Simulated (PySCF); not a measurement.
**Correlation energy of Zn⁺ (zinc, charge +1)**

[Ar] 3d10 4s1, 2S determinant. Calculation: PySCF 2.14, in cc-pVDZ-PP with ECP10MDF; a scalar-relativistic core potential. Frozen: 3s2 3p6; 11 electrons correlated.

MP2 pair energies summed by pair of shells (mhartree):

```
 pair   energy  share (%)
3d-3d  -364.50       95.6
3d-4s   -16.85        4.4
```

Total MP2 correlation energy: -381.35 mhartree.

Same-spin part -142.52 and opposite-spin part -238.82 mhartree; SCS-MP2 scales them by 1/3 and 6/5 to -334.10 mhartree.

```json
{"level": "CCSD", "correlation energy (mhartree)": "-345.10"}
{"level": "(T)", "correlation energy (mhartree)": "-6.27"}
{"level": "CCSD(T)", "correlation energy (mhartree)": "-351.37"}
```

Diagnostics: T1 = 0.0084, D1 = 0.0189, largest double amplitude 0.022.

Problem. Is a single reference adequate?

Solution. Yes: T1 lies below 0.03 and no double amplitude reaches 0.07.
